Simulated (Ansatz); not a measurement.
Born–Oppenheimer molecular dynamics of H6O5W (12 atoms, charge 0, multiplicity 1). It starts from a relaxed structure.

These are results of RKS PBE/def2-SVP (Ansatz), not measurements.

```yaml
ensemble: NVT, Nosé–Hoover chain
time_step: 1 fs
steps_asked: 100
set_temperature: 3000 K
thermostat: time constant 300 fs, chain length 5
seed: 827280
```

First frame:

```xyz
12
Properties=species:S:1:pos:R:3
W 0.038 -0.152 0.090
O -0.725 -0.456 1.801
H -1.659 -0.539 2.060
H 1.676 0.146 0.535
O 0.428 1.754 0.165
H -0.416 2.187 -0.103
O -1.813 0.624 -0.309
H -2.289 1.031 0.439
O 0.846 -1.878 0.105
H 1.764 -2.137 0.292
O -0.099 -0.319 -1.791
H -0.883 0.124 -2.178
```

(1) How far do the bonds stretch over the last three quarters of this one trajectory? (Pairs bonded in most of those frames.)

Results:

(1) 
```tsv
bond	mean (Å)	spread (Å)	shortest	longest
W1–O2	1.948	0.011	1.92	1.97
W1–H4	1.725	0.045	1.65	1.82
W1–O5	2.017	0.090	1.86	2.14
W1–O7	1.934	0.040	1.87	1.99
W1–O9	1.997	0.077	1.87	2.11
W1–O11	1.936	0.044	1.87	2.01
O2–H3	0.987	0.058	0.90	1.07
O5–H6	1.001	0.066	0.90	1.09
O7–H8	1.033	0.124	0.83	1.19
O9–H10	0.986	0.032	0.93	1.05
O11–H12	1.020	0.097	0.87	1.16
```

Pairs bonded in part of these frames only: W1–H3 9 %, W1–H6 8 %, W1–H10 17 %, W1–H12 39 %.

Mean temperature of the second half: 1648 K. The conserved energy wandered by up to 16.1 meV per atom (net 9.0 meV per atom), which is poor conservation. The mean temperature of the second half is 45 % below the set value. A run of 0.1 ps of so small a system gives no equilibrium averages. The orbitals stay closed-shell, which can raise the energy where a bond breaks towards radicals; this wasn't checked here.

Run time: 3.1 min on 4 threads of Arm Neoverse V1, with other jobs on the host, peak memory 0.19 GiB.
